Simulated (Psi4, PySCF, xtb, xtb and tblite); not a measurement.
Conformational energy of CH₈OSi₂, SMILES CO[SiH2][SiH3]. Scanned: dihedral C1–O2–Si3–Si4; all other coordinates were relaxed at GFN2-xTB. Points at φ and −φ are mirror images. Heavy atoms are numbered in the order of the SMILES CO[SiH2][SiH3], hydrogens after them in the order of the atoms that carry them; the mirror image has the same energies with the sign of each dihedral reversed.

- GFN1-xTB // GFN2-xTB (xtb)
- RMP2/6-31G* = restricted MP2 (frozen core)/6-31G*, spherical d // GFN2-xTB (PySCF)
- GFN2-xTB (xtb and tblite)
- MP2/cc-pVTZ = DF-MP2 (frozen core)/cc-pVTZ // GFN2-xTB run with Psi4

Energies relative to the lowest point of each profile, in kJ/mol; the last columns give the difference from MP2:

| φ / ° | GFN1-xTB | RMP2/6-31G* | GFN2-xTB | MP2/cc-pVTZ | GFN1-xTB − MP2/cc-pVTZ | RMP2/6-31G* − MP2/cc-pVTZ | GFN2-xTB − MP2/cc-pVTZ |
|---|---|---|---|---|---|---|---|
| -150 | 10.1 | 2.2 | 3.9 | 2.1 | 8.0 | 0.1 | 1.8 |
| -120 | 6.5 | 6.0 | 9.6 | 5.3 | 1.2 | 0.6 | 4.3 |
| -90 | 9.0 | 4.4 | 7.9 | 4.5 | 4.5 | 0.0 | 3.5 |
| -60 | 8.8 | 3.6 | 4.3 | 3.8 | 5.0 | -0.1 | 0.6 |
| -30 | 4.4 | 5.9 | 6.0 | 5.2 | -0.8 | 0.7 | 0.8 |
| 0 | 0.0 | 8.2 | 8.7 | 6.7 | -6.7 | 1.4 | 2.0 |
| 30 | 4.4 | 5.9 | 6.0 | 5.2 | -0.8 | 0.7 | 0.8 |
| 60 | 8.8 | 3.6 | 4.3 | 3.8 | 5.0 | -0.1 | 0.6 |
| 90 | 9.0 | 4.4 | 7.9 | 4.5 | 4.5 | 0.0 | 3.5 |
| 120 | 6.5 | 6.0 | 9.6 | 5.3 | 1.2 | 0.6 | 4.3 |
| 150 | 10.1 | 2.2 | 3.9 | 2.1 | 8.0 | 0.1 | 1.8 |
| 180 | 11.0 | 0.0 | 0.0 | 0.0 | 11.0 | 0.0 | 0.0 |

GFN1-xTB is furthest from MP2/cc-pVTZ at 180 (11.0 kJ/mol, above); its mean absolute difference over the points is 4.7 kJ/mol.

RMP2/6-31G* is furthest from MP2/cc-pVTZ at 0 (1.4 kJ/mol, above); its mean absolute difference over the points is 0.4 kJ/mol.

GFN2-xTB is furthest from MP2/cc-pVTZ at -120 (4.3 kJ/mol, above); its mean absolute difference over the points is 2.0 kJ/mol.
